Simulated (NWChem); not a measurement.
# HTeSeBr; SMILES [Te](Br)[SeH]

```xyz
4

Te     0.9002    -0.0178     0.0054
Br    -0.6560     1.9816     0.0071
Se    -0.6765    -1.9521     0.0266
H     -0.8475    -2.0573    -1.4366
```
Atoms are numbered in this order, from 1.

Results from NWChem. Structure relaxed at the PBE0/def2-SVP level. No frequency run checked for a minimum. def2 effective core potentials on Te; no spin-orbit coupling. Ions are spin-unrestricted doublets at the neutral geometry; other ion states weren't tried.

Q: Predict the results for PBE0/def2-SVP. Quantities: vertical ionisation energy, ΔSCF (eV); −ε(HOMO) (eV).

A: The vertical ionisation energy, ΔSCF (eV) is 8.58 and the −ε(HOMO) (eV) is 6.56.
